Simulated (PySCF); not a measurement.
**Two-component Hartree-Fock for Ir³⁴⁺ (iridium, charge +34)**

Start: [Kr] 4d7; 4d3/2 filled at m_j = -3/2, -1/2, +1/2, +3/2; 4d5/2 filled at m_j = +1/2, +3/2, +5/2. Calculated with PySCF 2.14 in an even-tempered Gaussian basis (17 s from 3.5 bohr⁻², ratio 2.8; 14 p from 4.6 bohr⁻², ratio 2.8; 9 d from 4.6 bohr⁻², ratio 2.8; 3 f from 20 bohr⁻², ratio 3): generalised Hartree-Fock with the X2C-1e Hamiltonian and a Gaussian nucleus; one run each with spin-orbit coupling (SO) switched off, then screened by Boettger's factors.

| spinor shell | electrons | ε, spin-free (eV) | ε, screened SO (eV) | weight of nominal j (screened SO) | rms radius, screened SO (bohr) |
| --- | --- | --- | --- | --- | --- |
| 1s1/2 | 2 | -77892.1 | -77864.5 | 1.000 | 0.0197 |
| 2s1/2 | 2 | -14901.8 | -14892.5 | 1.000 | 0.0796 |
| 2p1/2 | 2 | -13132.9 | -14301.8 | 1.000 | 0.0675 |
| 2p3/2 | 4 | -13132.9 | -12666.7 | 1.000 | 0.0753 |
| 3s1/2 | 2 | -4578.7 | -4575.4 | 1.000 | 0.202 |
| 3p1/2 | 2 | -4051.9 | -4313.9 | 1.000 | 0.193 |
| 3p3/2 | 4 | -4051.9 | -3944.5 | 1.000 | 0.208 |
| 3d3/2 | 4 | -3468.9 | -3516.7 | 1.000 | 0.183 |
| 4s1/2 | 2 | -1926.1 | -1924.9 | 1.000 | 0.420 |
| 4p1/2 | 2 | -1728.2 | -1811.7 | 0.999 | 0.422 |
| 4p3/2 | 4 | -1728.2 | -1692.9 | 0.999 | 0.452 |
| 4d3/2 | 4 | -1504.8 | -1516.3 | 0.985 | 0.440 |
| 4d5/2 | 3 | -1504.8 | -1494.8 | 0.986 | 0.448 |

**Question.** Where does 3d5/2 lie, and what is the 3d spin-orbit splitting (screened SO)?

**Answer.** At -3433.9 eV, 82.726 eV above 3d3/2.

```json
{"quantity": "E (hartree)", "spin-free": "-17176.60313", "screened SO": "-17202.33909"}
{"quantity": "M_J", "spin-free": "9/2", "screened SO": "9/2"}
{"quantity": "⟨J²⟩", "spin-free": "24.751", "screened SO": "24.752"}
{"quantity": "⟨L²⟩", "spin-free": "12.001", "screened SO": "15.650"}
{"quantity": "⟨S²⟩", "spin-free": "3.750", "screened SO": "2.687"}
```

Each row is a mean over spinors that exchange with the open shell spreads, by up to 23.616 eV (4p3/2).

Breit and QED terms are absent; they matter most for the inner s and p1/2 levels.

Densities and radii are taken from the X2C orbitals without a picture-change correction, which distorts them close to the nucleus.

Without spin-orbit coupling the j labels of p, d and f shells carry no meaning; the spin-free column gives the mean over the occupied spinors of each nl shell.
